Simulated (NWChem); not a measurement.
Molecule: CHCl2F; SMILES ClC(F)Cl

```xyz
5

F      1.5833    -0.1658     0.0000
C      0.3765     0.3995     0.0000
Cl    -0.4995    -0.0705     1.4600
Cl    -0.4995    -0.0705    -1.4600
H      0.4752     1.4932     0.0000
```
Atoms are numbered in this order, from 1.

Computed with NWChem. Medium grid unless said otherwise, to which SCAN and Minnesota functionals are sensitive. All runs use the structure optimised with PBE0/def2-SVP. Total energies of different functionals are on different scales.

| level | energy (Ha) | highest occupied level (eV) | orbital gap (eV) | dipole (D) |
|---|---|---|---|---|
| LDA (Slater exchange, VWN5)/def2-TZVPD | -1055.0939 | -7.89 | 6.00 | 1.19 |
| PBE/def2-TZVPD | -1058.5165 | -7.75 | 6.05 | 1.17 |
| BLYP/def2-TZVPD | -1059.0028 | -7.60 | 5.97 | 1.18 |
| TPSS/def2-TZVPD | -1059.0845 | -7.86 | 6.31 | 1.20 |
| r2SCAN/def2-TZVPD | -1058.9059 | -8.09 | 6.64 | 1.22 |
| B3LYP/def2-TZVPD | -1059.0575 | -8.92 | 7.96 | 1.23 |
| PBE0/def2-TZVPD | -1058.5880 | -9.19 | 8.53 | 1.24 |
| M06-2X/def2-TZVPD | -1058.9473 | -10.55 | ___ | 1.28 |
| CAM-B3LYP/def2-TZVPD | -1059.0139 | -10.59 | 10.94 | 1.27 |
| Hartree-Fock/def2-TZVPD | -1056.9560 | -12.55 | 14.11 | 1.39 |

**Question.** Some entries are withheld; supply them.

**Answer.** 
- M06-2X/def2-TZVPD, orbital gap (eV): 10.68
